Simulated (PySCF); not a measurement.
## Field gradients at the hydrogen positions

Compound: CH₁₁ClSi₄.
Z-matrix (Å and degrees, GFN2-xTB geometry), rows numbered from 1:
```
Si
Si  1  2.3073
C   2  1.9209  1  113.41
Si  3  1.9039  2  112.90  1   -65.63
Si  3  1.8947  2  114.16  1    62.52
Cl  5  2.0213  3  110.27  2    53.98
H   1  1.4666  2  113.50  3   -63.59
H   1  1.4674  2  113.22  3    57.60
H   1  1.4662  2  111.35  3   176.86
H   2  1.4721  1  112.82  3   122.14
H   2  1.4752  1  112.50  3  -119.88
H   3  1.0953  2  105.39  1   179.21
H   4  1.4642  3  109.66  2    68.10
H   4  1.4656  3  109.83  2  -172.14
H   4  1.4645  3  109.62  2   -52.65
H   5  1.4621  3  111.13  2   -64.64
H   5  1.4634  3  111.48  2   171.77
```

Level: PBE0/pcSseg-1 (PySCF, non-relativistic); Q(2H) = 0.00286 b; rigid geometry, the same for H and D, with no vibrational averaging.

**Question.** What are Vzz, η and χzz (234.96 MHz × Q × Vzz) at all hydrogens?

**Answer.** 
```
atom  bonded to  bond length (Å)  Vzz (au)     η  χzz (kHz)
  H7        Si1            1.467    0.1623  0.00        109
  H8        Si1            1.467    0.1619  0.00        109
  H9        Si1            1.466    0.1632  0.00        110
 H10        Si2            1.472    0.1576  0.02        106
 H11        Si2            1.475    0.1562  0.02        105
 H12         C3            1.095    0.3121  0.00        210
 H13        Si4            1.464    0.1617  0.02        109
 H14        Si4            1.466    0.1608  0.02        108
 H15        Si4            1.464    0.1617  0.01        109
 H16        Si5            1.462    0.1605  0.02        108
 H17        Si5            1.463    0.1592  0.03        107
```

**Question.** Average by the element that carries the hydrogen.

**Answer.** on Si: 108 kHz over 10 positions, mean bond length 1.467 Å; on C: 210 kHz over 1 position, mean bond length 1.095 Å.

**Question.** How does χzz go with the bond length over the 10 Si–H bonds?

**Answer.** A straight-line fit has a slope of -2.5 kHz for each 0.01 Å, with a correlation coefficient of -0.68, over lengths from 1.462 to 1.475 Å.

**Question.** A static deuteron (I = 1) shows a doublet split by (3/2)χ, (3/4)χ(1 + η) and (3/4)χ(1 − η) with the field along z, y and x of the gradient. What are these for H15?

**Answer.** With |χ| = 108.6 kHz and η = 0.014: 163, 83 and 80 kHz, to first order and without motion.

One conformer (not necessarily the lowest) at the GFN2-xTB geometry, without solvent, vibrations or thermal averaging. GFN2-xTB bond lengths can be off by several hundredths of an ångström, more for odd bonds, and the gradients follow them. A larger basis could move these couplings by a tenth or more.
